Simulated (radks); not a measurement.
Question: All-electron atom: Br+ in [Ar] 3d10 4s2 4p4. All-electron calculation, non-relativistic Kohn-Sham, LDA (Slater exchange, Perdew-Wang correlation), spin-polarised, spherical densities, point nucleus; open shells are filled with parallel spins first. Program: a radial shooting solver on a logarithmic mesh with Libxc functionals. Some entries of the table are withheld. Estimate them.

orbital,occ.,eigenvalue (eV),<r> (bohr)
1s up,1,-13077.75,0.04374
1s down,1,-13077.60,0.04374
2s up,1,-1690.411,0.1940
2s down,1,-1690.316,0.1940
2p up,3,-1526.304,0.1673
2p down,3,-1526.168,0.1673
3s up,1,-240.0110,0.5638
3s down,1,-239.8145,0.5636
3p up,3,(1),0.5697
3p down,3,(2),0.5693
3d up,5,(3),0.5889
3d down,5,(4),0.5871
4s up,1,-30.4662,1.657
4s down,1,-28.8758,1.661
4p up,3,-18.2797,1.953
4p down,1,-16.7673,1.982

Answer: 
(1) 3p up eigenvalue (eV): -182.5984
(2) 3p down eigenvalue (eV): -182.3769
(3) 3d up eigenvalue (eV): -79.8406
(4) 3d down eigenvalue (eV): -79.5617
